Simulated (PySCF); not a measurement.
## AlSe: frontier orbitals

r²SCANh at R = 2.171 Å; Al pcseg-1, Se pcseg-1; no relativity (PySCF 2.14). State: ²Σ⁺ (doublet), unpaired electrons σ ↑. Only the outer orbitals are listed, counted within each symmetry.

```
spin  orbital  occ.  ε (eV)  on Al (%)            main shells (%)
   α      10σ     1  -17.53          9                    90 Se s
   α      11σ     1   -9.86         58           57 Al s, 34 Se p
   α      12σ     1   -6.95         61  39 Al p, 38 Se p, 22 Al s
   α       5π     1   -6.53         18           81 Se p, 17 Al p
   α       5π     1   -6.53         18           81 Se p, 17 Al p
   α       6π     0   -2.18         82           82 Al p, 17 Se p
   α       6π     0   -2.18         82           82 Al p, 17 Se p
   α      13σ     0    0.64        108           86 Al p, 17 Al s
   β      10σ     1  -17.14         10                    88 Se s
   β      11σ     1   -8.97         50   47 Al s, 42 Se p, 8 Se s
   β       5π     1   -6.44         16           83 Se p, 15 Al p
   β       5π     1   -6.44         16           83 Se p, 15 Al p
   β      12σ     0   -4.47         71  44 Al s, 29 Se p, 26 Al p
   β       6π     0   -1.47         84           83 Al p, 15 Se p
   β       6π     0   -1.47         84           83 Al p, 15 Se p
```

Question: Which are the highest filled and the lowest empty level, where do they sit, and how wide is the gap?

Answer: Highest filled β 5π at -6.44 eV (in %: 83 Se p, 15 Al p); lowest empty β 12σ at -4.47 eV (in %: 44 Al s, 29 Se p, 26 Al p); the gap at r²SCANh is 1.97 eV.

```
bond order (Mayer)                               : 2.06
⟨S²⟩                                             : 0.758
charge on Al (Mulliken, basis-dependent)         : 0.43
charge on Al (Löwdin, basis-dependent)           : 0.25
dipole moment (positive dipole means Al(−)Se(+)) : -3.70 D
```

Shares are Mulliken populations and can fall outside 0 to 100 %.

Spin–orbit coupling is left out. The state is the lowest determinant that a PBE0 search found; another state may lie lower at other levels.
